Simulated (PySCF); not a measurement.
Can point charges reproduce the dipole moment of `C[C@@H](N)C1CCC1`?

Coordinates (GFN2-xTB, Å) and charges (e) from the PBE0/pcSseg-1 density (PySCF):

| atom | x | y | z | Mulliken | IAO | Hirshfeld | ESP-fitted |
| --- | --- | --- | --- | --- | --- | --- | --- |
| C1 | -1.731 | -1.356 | 0.156 | -0.1955 | -0.4374 | -0.1298 | -0.6481 |
| C2 | -0.982 | -0.182 | -0.487 | -0.1073 | +0.0102 | +0.0191 | +0.3338 |
| N3 | -1.828 | 0.975 | -0.745 | -0.4105 | -0.5763 | -0.2345 | -1.0811 |
| C4 | 0.185 | 0.257 | 0.393 | -0.3290 | -0.1086 | -0.0258 | +0.2660 |
| C5 | 1.376 | -0.711 | 0.510 | -0.1407 | -0.2712 | -0.0731 | -0.1541 |
| C6 | 2.332 | 0.436 | 0.149 | -0.2303 | -0.2670 | -0.0736 | -0.1139 |
| C7 | 1.126 | 1.318 | -0.204 | -0.1037 | -0.2639 | -0.0754 | -0.1982 |
| H8 | -2.141 | -1.059 | 1.121 | +0.0940 | +0.1314 | +0.0338 | +0.1500 |
| H9 | -2.552 | -1.680 | -0.482 | +0.1044 | +0.1339 | +0.0350 | +0.1648 |
| H10 | -1.061 | -2.197 | 0.311 | +0.1081 | +0.1377 | +0.0384 | +0.1333 |
| H11 | -0.589 | -0.503 | -1.461 | +0.1014 | +0.1233 | +0.0345 | +0.0764 |
| H12 | -2.605 | 0.717 | -1.343 | +0.1644 | +0.2381 | +0.1063 | +0.4073 |
| H13 | -2.212 | 1.324 | 0.127 | +0.1618 | +0.2335 | +0.1034 | +0.3786 |
| H14 | -0.200 | 0.554 | 1.371 | +0.0997 | +0.1186 | +0.0323 | -0.0100 |
| H15 | 1.526 | -1.163 | 1.489 | +0.1185 | +0.1320 | +0.0338 | +0.0346 |
| H16 | 1.356 | -1.497 | -0.242 | +0.1074 | +0.1285 | +0.0358 | +0.0349 |
| H17 | 2.897 | 0.805 | 1.003 | +0.1134 | +0.1332 | +0.0358 | +0.0565 |
| H18 | 3.024 | 0.233 | -0.666 | +0.1149 | +0.1317 | +0.0343 | +0.0490 |
| H19 | 0.977 | 1.443 | -1.273 | +0.1128 | +0.1388 | +0.0354 | +0.0643 |
| H20 | 1.096 | 2.297 | 0.268 | +0.1162 | +0.1338 | +0.0346 | +0.0559 |

Q: Form Σ q r in debye for every column and set it beside the full dipole.

A: The full density gives (-0.85, -0.79, 0.48) D, 1.25 D in size; dipole vectors point from the negative to the positive end.

```csv
scheme,μx,μy,μz,size (D),share of the full size (%),angle to the full dipole (°)
Mulliken,0.37,-1.27,0.32,1.36,108,61
IAO,-0.35,-0.74,0.37,0.90,72,20
Hirshfeld,-0.39,-0.16,0.09,0.43,35,23
ESP-fitted,-0.82,-0.78,0.47,1.22,98,1
```

Q: Which set comes closest?

A: Length of the difference vector: ESP-fitted 0.04 D, IAO 0.51 D, Hirshfeld 0.87 D, Mulliken 1.32 D. Closest: ESP-fitted. 

Q: What is left for the Hirshfeld atoms' own dipoles?

A: The Hirshfeld atoms' densities add up to the full density, so μ = Σ q r + Σ (atomic dipoles). The atomic dipoles sum to (-0.85, -0.79, 0.48) − (-0.39, -0.16, 0.09) = (-0.46, -0.63, 0.39) D, 0.87 D in size.

Q: With the origin at the mean of the coordinates, (0.000, 0.001, 0.000) Å, which are the largest single terms, by size, of the Mulliken dipole along the direction of the full one?

A: C6 +1.99, C1 -1.96, H18 -1.35, H9 +1.30, H20 -1.16 D; all 20 atoms together +0.67 D. The single terms depend on the origin, their sum doesn't.

Q: Give the size of the full dipole in other units.

A: 1.25 D = 0.494 au = 0.261 e·Å = 4.18 × 10⁻³⁰ C·m.

Geometry: GFN2-xTB, one conformer, isolated molecule.

The values belong to the conformer `[CH3:1][C@@H:2]([NH2:3])[CH:4]1[CH2:5][CH2:6][CH2:7]1`: C1–C2–C4–C5 69°, H–N3–C2–C1 -58°, H–N3–C2–C1 61°.
